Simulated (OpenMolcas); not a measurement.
Zr2+: from RASSCF to RASPT2

```yaml
Program: OpenMolcas 26.06
Basis: ANO-RCC-VTZP [7s6p4d2f1g]
Scalar_Hamiltonian: DKH2, point nucleus
Active_space: 8 electrons in 8 orbitals (RAS1 4p, at most 2 holes; RAS2 4d)
State_averaging: 2S+1 = 3 even, 10 roots; 2S+1 = 1 even, 15 roots
Spin-orbit_coupling: state interaction with AMFI integrals over the reference wave functions, term energies averaged over their components
```

Methods on the same reference wave functions:
A. RASSCF
B. SS-RASPT2, IPEA 0.25 Eh, imaginary shift 0.1 Eh (closed shells correlated: 4s)

Energies in eV above 4d2 3F2, the measured ground level; measured values from Moore, Atomic Energy Levels, vol. II, NSRDS-NBS 35 (1971 reprint of NBS Circular 467, 1952); NIST levels as listed in Rynkun, Gaigalas and Jonsson, Astron. Astrophys. 637, A10 (2020).

| Level | A | B | Measured |
| --- | --- | --- | --- |
| 4d2 3F2 | 0.0000 | 0.0000 | 0.0000 |
| 4d2 3F3 | 0.0925 | 0.0951 | 0.0844 |
| 4d2 3F4 | 0.2047 | 0.2066 | 0.1843 |
| 4d2 1D2 | 1.0869 | 0.797 | 0.7119 |
| 4d2 3P0 | 1.2356 | 1.023 | 0.9996 |
| 4d2 3P1 | 1.2709 | 1.061 | 1.0322 |
| 4d2 3P2 | 1.3544 | 1.138 | 1.0958 |
| 4d2 1G4 | 1.8042 | 1.406 | 1.3699 |
| 4d2 1S0 | 3.7971 | 2.899 | 2.9730 |

Deviations, from unrounded energies. A percentage is the sum of absolute deviations over the sum of measured energies, with the sign that they share, or ± where signs differ.

```tsv
Against measurement	Levels	A	B
mean absolute deviation (cm-1)	8	2400	330
fine structure of the ground term (%)	2	+10.6	+12.3
other terms of the ground configuration (%)	6	+28.9	±3.5
```

B lies closest to measurement on these levels. The largest miss of B in the table is 4d2 1D2, by +690 cm-1. The ranking rests on the paired levels alone, and a cruder setting can come out closer through cancelling errors.

From A to B the spin-free energies of the other terms of 4d2 shown, above 3F, scale by factors of 0.69 to 0.82.

The lowest spin-free term lies below A's lowest term by 0.212 hartree in B.

CASPT2 does not keep the components of a term degenerate, so their means are used; among the terms shown or strongly mixed into the levels shown the widest spread is 490 cm-1 (4d2 1G, B). Active for correlation alone: 4p; no level in the range computed is led by a configuration that opens it, so any true level of that kind is missing. Without dynamic correlation excited terms often stand tens of per cent too high (terms of higher spin than the ground term too low), and those without a measured partner can miss by more than the paired ones (holds for A). Some levels mix across a computed gap that differs much from the measured one, so their mixing is not that of the real levels (holds for A). Computed and measured levels are paired by configuration, term and J; levels that our copy of the source lacks, or whose pairing is in doubt (as where it misses far off the trend of its configuration), stay unpaired and out of the deviations. Only configurations of the active space appear.
